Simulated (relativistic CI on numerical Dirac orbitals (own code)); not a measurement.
# Co⁴⁺ in a cubic cluster: L2,3 absorption with charge transfer

Computed with a charge-transfer multiplet model of a cubic metal-ligand cluster with up to 3 ligand holes, Slater and spin-orbit integrals from Dirac-Coulomb-Breit ions, Slater integrals scaled by 0.8. The ground state mixes d5 with configurations of k ligand holes L, whose averages lie at kΔ + k(k − 1)U_dd/2; a core hole lowers each added d electron by U_cd. 300 K, Lorentzian 0.4 eV and Gaussian 0.3 eV FWHM.

Atomic integrals in eV (Slater integrals scaled, ζ unscaled), ground: F2dd 10.866, F4dd 6.824, zeta_d 0.080; with the core hole: F2dd 11.456, F4dd 7.196, zeta_d 0.102, zeta_core 9.658, F2cd 6.863, G1cd 5.283, G3cd 3.006.

Cluster parameters (eV): U_dd = 7.3, U_cd = 9, 10Dq = 1.35, 10Dq(ligand) = 1.4, V(eg) = 3.8, V(t2g) = -1.93, final-state hopping factor = 0.8.

| Case | n_d | d5 | d6L | d7L2 | d8L3 | S |
| --- | --- | --- | --- | --- | --- | --- |
| Δ = -2.4 eV | 6.22 | 0.15 | 0.52 | 0.30 | 0.04 | 0.52 |
| Δ = -1.4 eV | 6.13 | 0.18 | 0.53 | 0.26 | 0.03 | 0.52 |
| Δ = -0.4 eV | 6.04 | 0.22 | 0.53 | 0.22 | 0.02 | 0.53 |

Weights, n_d and S are thermal averages at 300 K. Photon energies count from the first peak over 30 % of the highest in each spectrum, which can be another peak from case to case. The parameters are a model scan and need not match a compound or its usual spin state. Peaks in eV (height, largest 100):
- Δ = -2.4 eV: 0.0 (37), 2.0 (40), 3.4 (100), 5.6 (17), 18.0 (50), 19.6 (7)
- Δ = -1.4 eV: 0.0 (35), 2.0 (40), 3.5 (100), 5.7 (17), 6.9 (8), 17.9 (47), 19.6 (8)
- Δ = -0.4 eV: 0.0 (33), 1.9 (41), 3.5 (100), 5.8 (17), 7.0 (9), 17.9 (45), 19.5 (9)

For the case Δ = -1.4 eV, Δ = -1.4 eV is smaller than U_dd = 7.3 eV, the charge-transfer side of the Zaanen-Sawatzky-Allen scheme (negative Δ: between configuration averages a ligand hole costs less than the nominal valence; multiplet and field energies can change this for the lowest states). With the core hole the configuration with one ligand hole lies at Δ + U_dd − U_cd = -4.1, -3.1, -2.1 eV from the one without, in the order of the table; where this is negative the screened configuration lies lower, though the effective hopping of about 5.4 eV (from the holes of the mixed ground state) mixes the two strongly wherever it is as large as the gap.
